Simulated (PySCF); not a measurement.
## From computed data to an observable: oscillator strength and radiative lifetime

C₂H₆N₂Si, SMILES C#C[SiH](N)N.

Coordinates come from a r2SCAN-D4/def2-SVP optimisation. This is a generated structure with no PubChem entry under its InChIKey; it may be hypothetical. Other conformers were not sampled.

TDDFT-B3LYP/def2-SVPD run with PySCF puts the first singlet state with f over 0.02 at 6.04 eV (vertical), with the transition dipole (-0.369, 0.029, -0.052) in atomic units.

### Question
Find the oscillator strength, the wavelength and the radiative lifetime that this transition would have in vacuum if emission retraced absorption.

### Answer

|μ|² = 0.1397 au, so |μ| = 0.95 D. ΔE = 6.04/27.211 = 0.2220 hartree. f = (2/3) ΔE |μ|² = 0.021 (the program prints 0.021).
λ = 1239.84/6.04 = 205 nm; ν = 48716 cm⁻¹.
Einstein's coefficient A = 0.6670 ν² f s⁻¹ (ν in cm⁻¹) = 3.3e7 s⁻¹, so τ = 1/A = 31 ns. This state is S2; the lower singlet has f = 0.002. The figure is the radiative limit of this one transition; relaxation, internal conversion, crossing to triplets and a medium change what is measured.
